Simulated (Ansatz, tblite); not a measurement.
Removing an electron: Li3N⁻ (the lowest doublet isomer of a short search). The state is a doublet with charge -1. Geometry: PBE-D4/def2-TZVPD. Ansatz, gas phase; energy differences of separate SCF runs; the oxidised species is a singlet (the triplet lies 0.62 eV higher at PBE0-D4/def2-TZVPD).

```
atom   x (Å)   y (Å)   z (Å)
 Li1   0.538   0.945  -1.343
 Li2   0.741   0.209   1.547
 Li3  -1.434  -0.954  -0.143
  N4   0.155  -0.200  -0.062
```

The xTB rows come from tblite. The structure comes from a short search, and lower isomers may exist.

| level | −HOMO (eV) | vertical IE (eV) | −LUMO (eV) | HOMO–LUMO gap (eV) | remarks |
| --- | --- | --- | --- | --- | --- |
| GFN1-xTB | – | 5.31 | – | – | – |
| GFN2-xTB | – | 2.20 | – | – | – |
| PBE-D4/def2-TZVPD | -0.97 | 0.26 | -1.35 | 0.38 | HOMO above zero (-1 doublet), restricted SCF unstable in HF (singlet) |
| r2SCAN-D4/def2-TZVPD | -0.95 | 0.23 | -1.49 | 0.55 | HOMO above zero (-1 doublet), restricted SCF unstable in HF (singlet), spin-contaminated (⟨S²⟩ 0.93) (-1 doublet) |
| PBE0-D4/def2-TZVPD | -0.69 | 0.14 | -1.71 | 1.01 | HOMO above zero (-1 doublet), restricted SCF unstable in HF (singlet), spin-contaminated (⟨S²⟩ 0.86) (-1 doublet) |

Run but left out: HF/def2-TZVPPD, MP2/def2-TZVPPD, CCSD/def2-TZVPPD, CCSD(T)/def2-TZVPPD (flagged by the program: lower state).  A HOMO above zero means that the electron is unbound at that level or that self-interaction error raises the level; the energy of removing that electron tells which. HOMO and LUMO are the levels of the spin that leaves or enters (xTB has no such levels and no spin-polarisation term). Other spin states of the ions may lie lower, which would lower the ionisation energy or raise the affinity. Raw xTB energy differences between charge states are shifted by several eV; the methods need an empirical correction for them.
